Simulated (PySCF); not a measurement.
C4H8OS. Atoms are numbered in the order given.

```xyz
14

C      2.7760    -0.0452    -0.7155
C      1.2725    -0.2078    -0.8960
S      0.3935     0.2377     0.6493
C     -1.2969    -0.0517     0.1107
C     -2.3222     0.2331     1.1879
O     -1.5674    -0.4333    -1.0008
H      3.0437     0.9939    -0.4677
H      3.1600    -0.6955     0.0860
H      3.2958    -0.3151    -1.6483
H      0.8826     0.4357    -1.6975
H      0.9983    -1.2423    -1.1478
H     -2.2571     1.2852     1.5064
H     -3.3246     0.0250     0.7912
H     -2.1312    -0.3945     2.0723
```

The structure is a stationary point at B3LYP-D3(BJ)/def2-SVP. The geometry has at least one imaginary mode, so it is a saddle point at that level. Other conformers were not sampled.

Level of theory: KT2/pcSseg-1 (PySCF).

GIAO shieldings, no solvent; atoms alike by connectivity are averaged. δ = σ(ref) − σ: ¹³C against TMS (σ = 185.1 ppm); ³³S against H2S (σ = 723.0 ppm); ¹⁷O against H2O (σ = 330.4 ppm); ¹H against TMS (σ = 31.47 ppm), references at their B3LYP-D3(BJ)/def2-TZVP geometries, non-relativistic.

Computed chemical shifts:
```csv
nucleus,atoms,count,δ (ppm)
¹³C,C4,1,188.5
¹³C,C2,1,35.5
¹³C,C5,1,33.2
¹³C,C1,1,15.1
³³S,S3,1,403.4
¹⁷O,O6,1,575.0
¹H,"H10, H11",2,3.07
¹H,"H12, H13, H14",3,2.56
¹H,"H7, H8, H9",3,1.58
```
